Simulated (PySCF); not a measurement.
Dipole response of Rh+ (rhodium, charge +1)

[Kr] 4d8, high-spin 3F determinant. Calculation: PySCF 2.14, in aug-cc-pVTZ-PP with ECP28MDF; scalar relativity through the core potential. Coupled (time-dependent) response in atomic units; α is the mean over directions.

```csv
method,mean α (bohr³),C₆ (like pair),S(−4)
wB97M-V,13.22,82.12,76.07
```

S(−4) is the Cauchy moment in α(ω) = α(0) + S(−4) ω² + …

Spin-orbit coupling is absent.

α(iu) at wB97M-V:

```tsv
u (hartree)	α(iu) (bohr³)
0	13.22
0.0500	13.03
0.100	12.53
0.200	11.07
0.300	9.620
0.500	7.429
0.750	5.626
1.00	4.397
1.50	2.877
2.00	2.018
3.00	1.136
5.00	0.4913
```

A single London oscillator, α(iu) = α/(1 + u²/ω²), gives C₆ = (3/4) ω α². Matching the computed C₆ needs ω = 4 × 82.12 / (3 × 13.22²) = 0.627 hartree.

For an ion, C₆ is the dispersion term alone; charge-induced terms of lower order in 1/R come first.

Energies and moments cover only the electrons outside the core potential.
